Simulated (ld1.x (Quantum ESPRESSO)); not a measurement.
## platinum (Pt): one change to a PAW potential, before and after

ld1.x (Quantum ESPRESSO) 7.5 input, shortened:

```
&input
   title='Pt', zed=78., rel=1, dft='PZ', iswitch=3,
   config='[Xe] 4f14 5d8 6s2 6p0'
 /
 &inputp
   pseudotype=3, lpaw=.true., tm=.true., lloc=-1, rcloc=1.40,
   nlcc=.true., new_core_ps=.true.,
   which_augfun='PSQ', rmatch_augfun_nc=.true.
 /
6
6S  1  0   2.00   0.00  2.40  2.60  0.0
6S  1  0   0.00   2.35  2.40  2.60  0.0
6P  2  1   0.00   0.00  2.40  2.80  0.0
6P  2  1   0.00   1.20  2.40  2.80  0.0
5D  3  2   8.00   0.00  1.25  1.55  0.0
5D  3  2   0.00   1.50  1.25  1.55  0.0
 &test
   configts(1)='5d8 6s2 6p0'
 /
```

Change: local potential all-electron potential smoothed inside 2.98 bohr (lloc = -1).

Cutoffs: the cutoffs (Ry, on a coarse ladder) from which the occupation-weighted sum of valence levels, in a spherical-Bessel basis at the reference potential, stays within 10 and 1 mRy of its value at 400 Ry; they do not see the model core or the augmentation charge, which bear on the density cutoff. Errors are all-electron minus pseudo energies relative to the spin-unpolarised reference configuration.

How do hardness, ghosts and transferability respond?

The potential gets neither clearly harder nor softer (45 Ry and 80 Ry → 45 Ry and 80 Ry); the bound ghost in p, s disappears; the errors of the 9 common tests hardly move. A state that the projectors do not describe sees the local part alone, so a deeper or shallower local part can create or remove a ghost.

```csv
quantity,base,changed
"cutoff, loose",45 Ry,45 Ry
"cutoff, tight",80 Ry,80 Ry
bound ghosts,"s, p",none
"error for 5d9 6s1 6p0, meV [ΔE -0.93 eV]",-24,-23
"error for 5d9 6s0 6p0, meV [ΔE 8.61 eV]",-36,-36
"error for 5d8 6s0 6p0, meV [ΔE 28.87 eV]",-15,-14
"error for 5d8 6s1 6p0, meV [ΔE 10.49 eV]",-4.4,-4.2
"error for 5d10 6s0 6p0, meV [ΔE -0.88 eV]",-76,-75
"error for 5d9.5 6s0.5 6p0, meV [ΔE -1.02 eV]",-48,-47
"error for 5d7 6s0 6p0, meV [ΔE 61.39 eV]",-103,-104
"error for 5d8 6s2 6p0 (spin-polarised), meV [ΔE -0.52 eV]",-3.8,-3.5
"error for 5d9 6s1 6p0 (spin-polarised), meV [ΔE -1.31 eV]",-25,-24
lowest overlap eigenvalue by channel,"s 0.04, p 0.35, d 0.91","s 0.58, p 0.54, d 0.96"
```

 A true bound ghost makes a file unfit for plane-wave use even where its test errors are small: the radial tests pick states by their node count and pass the ghost by.
